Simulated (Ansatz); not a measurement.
The cluster B3N3⁺. The state is a doublet with charge 1. Geometry PBE0-D4/def2-SVP, that of the neutral singlet.

```tsv
atom	x (Å)	y (Å)	z (Å)
B1	0.894	0.148	-0.607
B2	0.060	0.077	1.086
B3	-0.954	-0.225	-0.479
N4	-0.083	-0.108	-1.511
N5	-1.244	-0.205	0.845
N6	1.327	0.313	0.666
```

At PBE-D4/def2-TZVP an occupied level of the charge 1 doublet lies above an empty one (by up to 0.15 eV), so this SCF solution is probably not the lowest. At PBE-D4/def2-TZVP the gap within one spin of the charge 1 doublet nearly closes, so an electron or hole may be smeared out by delocalisation error. The structure comes from a short search, and lower isomers may exist.

Task: Estimate the α-spin orbital energies around the gap (eV) in Ansatz with PBE-D4/def2-TZVP, r2SCAN-D4/def2-TZVP, PBE0-D4/def2-TZVP.

Result: 
```tsv
orbital	PBE-D4/def2-TZVP	r2SCAN-D4/def2-TZVP	PBE0-D4/def2-TZVP
HOMO−5	-18.19	-18.70	-19.91
HOMO−4	-18.14	-18.53	-19.67
HOMO−3	-15.57	-16.03	-17.33
HOMO−2	-15.34	-15.76	-17.11
HOMO−1	-14.68	-14.97	-16.08
HOMO	-14.61	-14.83	-15.72
LUMO	-10.41	-10.06	-9.44
LUMO+1	-7.27	-6.81	-6.13
LUMO+2	-7.15	-6.54	-6.02
LUMO+3	-7.11	-6.50	-5.94
LUMO+4	-7.03	-6.47	-5.92
LUMO+5	-6.06	-5.53	-5.14
β HOMO	-14.25	-14.36	-15.26
β LUMO	-14.40	-14.12	-13.36
```
